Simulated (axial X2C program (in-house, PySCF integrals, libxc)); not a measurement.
**Spin–orbit effects down a group: molecules with Sr, PBE0**

Computed with an in-house all-electron X2C program for linear molecules (integrals from PySCF), spin-free (one-electron X2C) or two-component (2c: spin–orbit coupling with atomic mean-field Coulomb and Gaunt terms, which also bring small scalar terms), in Dyall basis sets with cores contracted in-house; open shells are unrestricted.

Basis sets: Ge dyall-cv3z, Si dyall-v3z, Sn dyall-cv3z, Sr dyall-cv3z.

```
molecule  spin-free state  Re (Å)  ωe (cm⁻¹)  De (eV)  2c state  Re 2c (Å)  ωe 2c (cm⁻¹)  De 2c (eV)
    SrSi   M_S = 2, Λ = 0   2.916      232.2      n/a     Ω = 2      2.916         232.2         n/a
    SrGe   M_S = 1, Λ = 0   2.962      163.9     1.57     Ω = 1      2.963         163.7         n/a
    SrSn   M_S = 1, Λ = 0   3.154      135.7     1.41     Ω = 1      3.156         135.0         n/a
```

Each entry is the lowest single determinant of a limited PBE0 search at one distance. De goes to single-determinant-based atoms at the same level (for ions the charge split of lowest energy) and is withheld (n/a) where an atom does not fit its ground term or J level. Main or longest-lived isotopes. One determinant is a doubtful description, or other states lie close, for SrSi, SrGe, SrSn; these need not be ground states, and all values refer to the states named. Some open-shell Ω = 0 determinants are out of reach, so the Ω given for SrSi, SrGe, SrSn need not be the lowest component. With several unpaired electrons the Ω given is that of one determinant, not necessarily of the lowest component. The functionals have no current term, which raises determinants with orbital currents.
